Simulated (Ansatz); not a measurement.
System: chloro(silyl)silane, Si$_{2}$H$_{5}$Cl, charge 0, multiplicity 1. SMILES: [SiH2]([SiH3])Cl
Structure (B3LYP-D3(BJ)/def2-TZVP (Ansatz, an electronic-structure program) minimum search):
```xyz
8

Si    -1.8389    -0.3520     0.1356
Si     0.4719    -0.7234     0.0485
Cl     1.4291     1.1058    -0.1906
H     -2.2873     0.2871    -1.1232
H     -2.5446    -1.6459     0.3062
H     -2.1572     0.5330     1.2799
H      0.9808    -1.3367     1.2956
H      0.8513    -1.5815    -1.0961
```

Wanted: enthalpy of formation at 298 K, in kcal/mol. Terms: six Cartesian d functions in 6-31G* and its kin unless marked 5d; valence correlation only; no spin-orbit coupling; LANL2DZ with its own core potentials from Na on; UHF or UKS for open shells; 6-311+G** with 5d, 6d on Na to Ar in Ansatz; non-relativistic. Basis-set limits of correlation are two-point, X^-3; Hartree-Fock from the larger set (for Q and 5 zeta extrapolated as (X+1)exp(-9√X)). First-principles rows: single points at B3LYP-D3(BJ) geometries (Ansatz), with unscaled harmonic terms from B3LYP/6-31G* (Ansatz) at its own minima, enthalpies of formation by atomisation with measured atoms.

Coupled cluster (Ansatz) is a level with limits of its own, used here on species with T1 under 0.025 (0.045 for open shells) and stable references: CCSD(T)/CBS(cc-pV(Q+d)Z,cc-pV(5+d)Z).

Value to compare with, CCSD(T)/CBS(cc-pV(Q+d)Z,cc-pV(5+d)Z) (Ansatz): -27.5 kcal/mol.

```csv
level,program,enthalpy of formation at 298 K (kcal/mol),difference
HF/STO-3G,Ansatz,-73.5,-46.0
HF/3-21G,Ansatz,171.9,199.4
HF/LANL2DZ,Ansatz,151.7,179.2
HF/6-31G*,Ansatz,110.1,137.6
HF/6-311+G**,Ansatz,107.9,135.4
```

Among the 5 habitual levels, HF/3-21G lies farthest from CCSD(T)/CBS(cc-pV(Q+d)Z,cc-pV(5+d)Z) (Ansatz) (199.4 kcal/mol) and HF/STO-3G nearest (-46.0); 4 of 5 lie above it, and their mean absolute difference is 139.5 kcal/mol, the median 137.6. One case shows no general order.

The sets are all those run for this method; left out are runs that failed, that the program found above a lower state of the same kind, or whose <S^2> lies over 0.5 above the pure value.
